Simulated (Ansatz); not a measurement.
H$_{3}$Ga, charge -1, doublet, at a GFN2-xTB geometry (such geometries of metal compounds can be far from the true shape) (a state made from the parent by changing its charge; the spin is typed, not shown lowest) (a gas-phase anion, which may not be bound at this level); PBE/6-31G (Ansatz, a program for electronic structure).

The Ansatz input:
Ansatz 0.2 input:
```yaml
crystal:
  periodic: [false, false, false]
  atoms:
    - {symbol: Ga, position_ang: [0.00000000, 0.00000000, 0.00000000]}
    - {symbol: H, position_ang: [0.49439046, -0.32091198, 1.01603804]}
    - {symbol: H, position_ang: [-0.22367687, 1.13344696, -0.21214702]}
    - {symbol: H, position_ang: [-0.27071358, -0.81253499, -0.80389102]}
basis:
  gaussian:
    orbitals: 6-31G
hamiltonian:
  xc: pbe
total_charge: -1
magnetization: {spin_polarized: true, initial_magnetization: 1}
```

What the program printed (banner, timings and long lists left out):

```
Functional definition: PBE
352 factors; integrals over basis functions are off by at most 8.0e-4 eV
mean field evaluation 1: about -52400.2087 eV, gradient 3.2e1 eV
mean field evaluation 2: about -52399.1469 eV, gradient 4.3e1 eV
mean field evaluation 4: about -52401.9853 eV, gradient 4.9e-1 eV
mean field evaluation 8: about -52401.9873 eV, gradient 2.4e-3 eV
mean field -52401.98730651 eV, -1925.7375141717 hartree, gradient 2.4e-5 eV, S^2 0.751180; 0 other end points of the search recorded, 0 dependent functions left out
reference -52401.98734464 eV, -1925.7375155728 hartree; 18, 17 occupied and 17, 18 virtual orbitals, 352 factors
Total energy: -52401.98734464 eV, -1925.7375155728 hartree
```
